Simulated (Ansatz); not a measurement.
`C[Si](C)(S)Cl` + H₂ → `C[SiH](S)Cl` + CH₄ at 600 K and 1 bar (hydrogenolysis of the Si–C bond).

Program: Ansatz. Geometries: PBE0-D4/def2-TZVP. ΔE: electronic, gas phase. CCSD(T)/CBS is the MP2 limit (def2-TZVPP, def2-QZVPP) plus CCSD(T) − MP2 in def2-TZVPP, frozen cores. This one scheme is used for every species. Each species was taken in one conformer, which may not be the lowest.

```tsv
species	CCSD(T)/CBS energy (Eh)	H − E (kJ/mol)	S (J/(mol·K))
`C[Si](C)(S)Cl`	-1227.07199	297.7	486.7
H₂	-1.17544	43.9	150.8
`C[SiH](S)Cl`	-1187.79090	207.2	426.0
CH₄	-40.46206	140.4	215.7
```

H − E and S are ideal-gas, rigid-rotor, harmonic terms from PBE0-D4/def2-TZVP, for one conformer and one mirror image of each species. The MP2-based limit puts H₂ 0.8 mEh under its directly extrapolated value; such offsets cancel only in part. 1 Eh = 2625.50 kJ/mol, R = 8.31446 J/(mol·K).

Q: By hand: ΔE, ΔH, ΔS and ΔG.

A: ΔE = (-1187.79090) + (-40.46206) − (-1227.07199) − (-1.17544) = -0.00553 Eh = -14.5 kJ/mol. Δ(H − E) = 207.2 + 140.4 − 297.7 − 43.9 = 6.0, so ΔH = -8.5 kJ/mol. ΔS = 426.0 + 215.7 − 486.7 − 150.8 = 4.2 J/(mol·K). ΔG = -8.5 − 600 × (4.2)/1000 = -11.0 kJ/mol.

Q: By hand: the equilibrium constant, and the temperature at which ΔG would vanish if ΔH and ΔS stayed fixed.

A: log₁₀ K = −ΔG/(RT ln 10) = 1.0. ΔH and −TΔS have one sign here, so there is no such temperature. One of them is within its doubt of zero, so this could turn.

The number of gas molecules stays the same, so ΔS is small and ΔH decides. A doubt of 5 kJ/mol in ΔE shifts log₁₀ K by 0.4 here. Other conformers and mirror images would add mixing entropy, several J/(mol·K) or more a flexible species. These are equilibria of isolated gas molecules and say nothing of rates. Largest T1 diagnostic: 0.010 (customary marks: 0.02 for closed shells, 0.045 for open ones).
